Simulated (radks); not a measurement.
Question: All-electron atom: Cl II in [Ne] 3s2 3p4. All-electron calculation, Dirac Kohn-Sham, exchange-only PBE, spin-unpolarised, spherical densities, finite nucleus; open shells fill j = l - 1/2 first; Fermi nuclear charge, rms radius 3.3654 fm. Program: a radial shooting solver on a logarithmic mesh with Libxc functionals.

Spin-orbit splittings of the eigenvalues, e(l+1/2) - e(l-1/2), with zeta = 2 splitting/(2l+1) and mean radii in bohr:

shell  occ.  splitting (eV)  zeta (eV)  <r> j=l-1/2  <r> j=l+1/2
2p        6           1.700      1.133       0.4053       0.4076
3p        4               ?          ?        1.716        1.724

Estimate the 3p splitting.

Answer: 0.1423 eV (zeta = 0.09490 eV).
